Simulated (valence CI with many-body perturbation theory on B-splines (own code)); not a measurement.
**E1 line list for Tc3+**

Level of theory: valence CI with perturbative core correlation (CI+MBPT): four valence electrons over a frozen Dirac-Fock core [Kr], radial functions for each j: 7 s, 7 p, 8 d, 6 f, 4 g, 1 h, with the one-electron correlation potential Σ1, the two-electron term Σ2, the three-electron term Σ3, Breit, model QED; selected CI, second order for the rest, scaled by the run's own slope (own B-spline code, finite nucleus).

No measured spectrum was set against this ion. As an estimate, terms of the open shell hold to 2 to 4 % of their energy, and close levels can change places; different configurations can be misplaced against each other by 1,000 to 8,000 cm⁻¹. Among the levels kept, up to 420 cm⁻¹ of a level comes from second order outside the variational space, and about a tenth of that is noise between levels of different J, which matters for small intervals.

Lines 51 to 100 of 558 in falling wavelength, among levels below 204079 cm⁻¹, chosen from the strongest by gf and those to the six lowest levels. Wavelengths and rates use the calculated energies, so an error of 2000 cm⁻¹ moves a line at 193.9 nm by 3.9 % and its rate by three times that or more. Electric multipoles are in the length gauge, E1 and E2 with the static RPA response of the core. Weak lines are less certain than strong ones. Lines between different terms over intervals too small for the method are left out, as are lines whose strength nearly cancels. Where a level lies close to another of its J and parity, the split of strength between their lines is uncertain.

Names give the largest LS component (configuration and term), which can be under half, so a name can repeat, a term be missing and a line seem to break the LS rules; names also repeat where a configuration has a term twice. Letters in brackets count levels of one name in rising energy.

| λ vac (nm) | Upper | Lower | A (s⁻¹) | log gf | Branch % |
| --- | --- | --- | --- | --- | --- |
| 193.9 | 4d3 5p 5G°_4 | 4d3 5s 5F_4 | 1.41e+08 | -0.15 | 25.1 |
| 193.0 | 4d3 5p 3F°_2 [e] | 4d3 5s 3F_2 [b] | 1.42e+08 | -0.40 | 5.0 |
| 193.0 | 4d3 5p 3D°_1 [f] | 4d3 5s 3D_1 | 2.59e+08 | -0.36 | 9.0 |
| 192.8 | 4d3 5p 3F°_3 [a] | 4d3 5s 3F_3 [a] | 3.12e+08 | 0.08 | 18.5 |
| 192.8 | 4d3 5p 3H°_5 [b] | 4d3 5s 3H_6 | 4.29e+07 | -0.58 | 1.6 |
| 192.6 | 4d3 5p 3F°_2 [a] | 4d3 5s 3F_2 [a] | 2.96e+08 | -0.08 | 19.2 |
| 192.5 | 4d3 5p 3F°_3 [c] | 4d3 5s 3F_3 [b] | 3.44e+08 | 0.13 | 19.3 |
| 192.4 | 4d3 5p 3D°_1 [f] | 4d3 5s 3D_2 [b] | 1.77e+08 | -0.53 | 6.1 |
| 192.4 | 4d3 5p 3G°_3 [b] | 4d3 5s 3G_4 | 1.33e+08 | -0.29 | 4.7 |
| 192.4 | 4d3 5p 3H°_6 [a] | 4d3 5s 3G_5 | 2.33e+08 | 0.23 | 21.8 |
| 192.4 | 4d3 5p 3H°_5 [b] | 4d3 5s 3H_5 | 2.62e+08 | 0.20 | 10.0 |
| 192.3 | 4d3 5p 5G°_3 | 4d3 5s 5F_2 | 3.40e+08 | 0.12 | 64.2 |
| 192.1 | 4d3 5p 3D°_2 [g] | 4d3 5s 3D_2 [b] | 2.72e+08 | -0.12 | 9.7 |
| 191.8 | 4d3 5p 5G°_5 | 4d3 5s 5F_5 | 1.18e+08 | -0.15 | 19.4 |
| 191.7 | 4d3 5p 3F°_3 [c] | 4d3 5s 3F_4 [b] | 6.91e+07 | -0.57 | 3.9 |
| 191.3 | 4d3 5p 3D°_2 [g] | 4d3 5s 3D_3 [b] | 1.72e+08 | -0.33 | 6.2 |
| 191.2 | 4d3 5p 3G°_3 [b] | 4d3 5s 3G_3 | 1.35e+08 | -0.29 | 4.8 |
| 191.1 | 4d3 5p 3G°_5 [b] | 4d3 5s 3H_4 | 1.08e+08 | -0.19 | 4.0 |
| 190.9 | 4d3 5p 3D°_1 [b] | 4d3 5s 3P_0 [a] | 2.67e+08 | -0.36 | 12.8 |
| 190.7 | 4d3 5p 3F°_2 [d] | 4d3 5s 3D_2 [a] | 7.85e+07 | -0.67 | 2.5 |
| 190.5 | 4d3 5p 1G°_4 [a] | 4d3 5s 3G_5 | 1.93e+08 | -0.02 | 7.3 |
| 190.3 | 4d3 5p 5P°_2 | 4d3 5s 5P_3 | 2.74e+08 | -0.13 | 9.9 |
| 190.3 | 4d3 5p 5P°_1 | 4d3 5s 5P_2 | 4.69e+08 | -0.12 | 14.3 |
| 190.2 | 4d3 5p 1F°_3 [a] | 4d3 5s 3P_2 [a] | 7.56e+07 | -0.54 | 3.8 |
| 190.0 | 4d3 5p 3H°_6 [b] | 4d3 5s 3H_6 | 2.18e+08 | 0.19 | 8.8 |
| 189.9 | 4d3 5p 3H°_4 [b] | 4d3 5s 3H_4 | 1.07e+08 | -0.28 | 3.6 |
| 189.9 | 4d3 5p 5G°_4 | 4d3 5s 5F_3 | 3.60e+08 | 0.24 | 64.0 |
| 189.3 | 4d3 5p 3D°_3 [b] | 4d3 5s 3D_3 [a] | 2.44e+08 | -0.04 | 7.4 |
| 189.1 | 4d3 5p 3F°_4 [c] | 4d3 5s 3F_4 [b] | 4.21e+08 | 0.31 | 23.9 |
| 188.8 | 4d3 5p 3D°_3 [f] | 4d3 5s 3D_3 [b] | 4.58e+08 | 0.23 | 16.4 |
| 188.5 | 4d3 5p 1I°_6 | 4d3 5s 1H_5 | 4.57e+08 | 0.50 | 20.0 |
| 188.3 | 4d3 5p 1F°_3 [b] | 4d3 5s 1D_2 [a] | 3.16e+08 | 0.07 | 7.8 |
| 188.2 | 4d3 5p 3D°_1 [a] | 4d3 5s 5F_2 | 1.62e+08 | -0.59 | 9.9 |
| 187.6 | 4d3 5p 1G°_4 [a] | 4d3 5s 3G_3 | 6.71e+07 | -0.50 | 2.5 |
| 187.5 | 4d3 5p 5D°_1 [b] | 4d3 5s 5P_1 | 2.62e+08 | -0.38 | 29.0 |
| 187.3 | 4d3 5p 5G°_5 | 4d3 5s 5F_4 | 4.08e+08 | 0.37 | 67.2 |
| 187.3 | 4d3 5p 3D°_2 [a] | 4d3 5s 5F_3 | 2.45e+08 | -0.19 | 13.3 |
| 186.1 | 4d3 5p 3D°_1 [d] | 4d3 5s 3P_0 [b] | 2.51e+08 | -0.41 | 7.8 |
| 186.0 | 4d3 5p 3G°_5 [c] | 4d3 5s 1H_5 | 1.03e+08 | -0.23 | 2.6 |
| 186.0 | 4d3 5p 3I°_6 | 4d3 5s 3H_5 | 4.95e+08 | 0.52 | 57.3 |
| 185.8 | 4d3 5p 5P°_2 | 4d3 5s 5P_2 | 1.87e+08 | -0.31 | 6.8 |
| 185.8 | 4d3 5p 3D°_3 [c] | 4d3 5s 3D_2 [a] | 3.47e+08 | 0.10 | 11.5 |
| 185.6 | 4d3 5p 3F°_2 [f] | 4d3 5s 3D_1 | 2.94e+08 | -0.12 | 13.3 |
| 185.6 | 4d3 5p 5P°_3 | 4d3 5s 5P_3 | 4.91e+08 | 0.25 | 14.8 |
| 185.4 | 4d3 5p 5D°_3 [a] | 4d3 5s 5F_4 | 3.81e+08 | 0.14 | 16.3 |
| 185.4 | 4d3 5p 3F°_2 [d] | 4d3 5s 3P_1 [b] | 1.32e+08 | -0.47 | 4.3 |
| 185.1 | 4d3 5p 1P°_1 [a] | 4d3 5s 3P_1 [b] | 1.47e+08 | -0.64 | 4.6 |
| 185.0 | 4d3 5p 1F°_3 [d] | 4d3 5s 1D_2 [b] | 4.55e+08 | 0.21 | 17.4 |
| 184.6 | 4d3 5p 1H°_5 [b] | 4d3 5s 1G_4 | 9.86e+07 | -0.26 | 2.2 |
| 184.6 | 4d3 5p 3G°_4 [b] | 4d3 5s 3G_4 | 2.54e+08 | 0.07 | 7.8 |
